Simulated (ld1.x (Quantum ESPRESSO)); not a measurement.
## How hard is this tellurium (Te) RRKJ potential?

tellurium, norm-conserving RRKJ (Kleinman–Bylander form), made with ld1.x (Quantum ESPRESSO) 7.5 (PBE, scalar-relativistic). Core [Ar] 3d10, reference 4s2 4p6 4d10 5s2 5p4. Waves: 4p (bound): rc 1.25 bohr; 4d (bound): rc 0.85 bohr; 4s (bound): rc 0.95 bohr. Local part: the s channel. Core correction: Bessel-smoothed model core inside 0.80 bohr. rho0 = 0.005.

Occupied shells without a wave of their own: 5p, 5s. They enter only through the test configuration that unscreens the potential, and ld1.x also counts them in the model core charge.

The pseudo-atom Hamiltonian at the reference potential is diagonalised in spherical Bessel functions j_l(qr) that vanish at 20 bohr, with q² up to the cutoff. All-electron valence levels (Ry): 4p -8.4089, 5p -0.4375, 4d -3.0615, 4s -12.0823, 5s -1.1104.

Task: How do the lowest levels (Ry) of each channel move with the cutoff, and are there ghosts?

Result:

```
cutoff (Ry)     p #1     p #2    p #3     d #1    d #2      s #1     s #2     s #3    f #1  Σ f·Δε (mRy)
          8  -3.7758  -0.0822  0.0547  -0.1228  0.0693  -10.0305  -0.7184  -0.0113  0.1128       63750.5
         25  -7.9669  -0.3721  0.0284  -1.5344  0.0600  -10.8378  -1.0039  -0.0311  0.1128       21143.6
         50  -8.4047  -0.4631  0.0238  -2.8049  0.0570  -11.8160  -1.1075  -0.0374  0.1128        3283.9
        100  -8.4087  -0.4716  0.0233  -3.0482  0.0563  -12.0198  -1.1598  -0.0410  0.1128         281.1
        180  -8.4089  -0.4725  0.0233  -3.0572  0.0563  -12.0792  -1.1659  -0.0414  0.1128          54.9
        400  -8.4090  -0.4731  0.0232  -3.0617  0.0563  -12.0823  -1.1665  -0.0415  0.1128           0.0
```

Result: no extra level below or beside the all-electron valence levels (p, d, s, f tested); 10 mRy is reached at 260 Ry and 1 mRy at over 300 Ry.

The potential misses its own reference levels by up to 0.8 eV. ld1.x takes every shell without a wave as core, so the model core holds the 5p, 5s electrons as well and exchange and correlation see them twice. This cancels in the reference configuration, but the file is broken for other ones, and its errors say nothing about a proper core correction. Its largest configuration-test error is -6606 meV.
